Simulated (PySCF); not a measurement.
## Atomic charges by several schemes

Compound: C8H8F (charge +1).
Geometry (GFN2-xTB, Å), atoms numbered from 1 in this order:
```xyz
17
C8H8F angstrom
F      3.027   -1.067   -0.479
C      2.470    0.055    0.040
C      0.969    0.014    0.010
C      0.326    1.144    0.532
C     -1.028    1.407    0.648
C     -2.112    0.615    0.268
C     -2.094   -0.641   -0.316
C     -0.988   -1.417   -0.664
C      0.359   -1.127   -0.521
H      2.845    0.907   -0.545
H      2.832    0.152    1.073
H      0.987    1.922    0.899
H     -1.280    2.362    1.095
H     -3.091    1.040    0.457
H     -3.062   -1.081   -0.530
H     -1.212   -2.380   -1.108
H      1.044   -1.893   -0.870
```

Density: PBE0/pcSseg-1 (PySCF); schemes: Mulliken, IAO, Hirshfeld and ESP-fitted. The structure is a single GFN2-xTB conformer in the gas phase; no vibrational or solvent corrections.

What partial charge does each atom carry?

In e; atoms taken as equivalent share a row and are averaged (×n: the atom named and its like, n in all):

```csv
atom,environment,Mulliken,IAO,Hirshfeld,ESP-fitted
F1,alkyl fluorine,-0.294,-0.290,-0.066,-0.173
C2,sp3 C–F carbon,+0.319,+0.035,+0.049,-0.039
C3,substituted aromatic carbon,-0.362,+0.076,+0.074,+0.197
C4/C9,aromatic CH carbon,+0.045,-0.078,+0.031,-0.085
C5/C8,aromatic CH carbon,-0.011,-0.061,+0.045,-0.031
C6/C7,aromatic CH carbon,-0.025,-0.066,+0.043,-0.033
H10/H11,methylene hydrogen,+0.173,+0.185,+0.079,+0.150
H12/H17,aromatic hydrogen,+0.150,+0.201,+0.083,+0.165
H13/H16,aromatic hydrogen,+0.169,+0.204,+0.095,+0.174
H14/H15,aromatic hydrogen,+0.168,+0.204,+0.095,+0.167
```

Mean size of the charges over all atoms: Mulliken 0.145 e, IAO 0.141 e, ESP-fitted 0.128 e, Hirshfeld 0.067 e. Each set sums to the total charge, 1, to within 0.001 e. The Hirshfeld scheme weights the molecular density at each point by an atom's share of the summed free-atom densities. The ESP scheme fits charges at the nuclei, held to the total charge, to the electrostatic potential on points at 1.4 to 2.0 times the van der Waals radii.

Some averages cover members that differ in this geometry: C4/C9, ESP-fitted -0.157 to -0.012; C5/C8, ESP-fitted -0.102 to +0.040; C6/C7, ESP-fitted -0.104 to +0.037; C4/C9, Mulliken +0.026 to +0.065 e.

Lowest charge. The schemes don't all agree: Mulliken C3 (-0.362); IAO F1 (-0.290); Hirshfeld F1 (-0.066); ESP-fitted F1 (-0.173).

Highest charge. The schemes don't all agree: Mulliken C2 (+0.319); IAO H13/H16 and H14/H15 (+0.204); Hirshfeld H13/H16 and H14/H15 (+0.095); ESP-fitted C3 (+0.197).

How closely do the schemes follow one another over all atoms?

Correlation coefficient and root-mean-square difference: IAO with Hirshfeld 0.94, 0.113 e; IAO with ESP-fitted 0.89, 0.069 e; Hirshfeld with ESP-fitted 0.83, 0.098 e; Mulliken with IAO 0.63, 0.138 e; Mulliken with Hirshfeld 0.59, 0.149 e; Mulliken with ESP-fitted 0.33, 0.175 e.

How many electrons does the ESP-fitted scheme count on C4?

Its own charge is -0.157 e, so Z − q = 6.157.
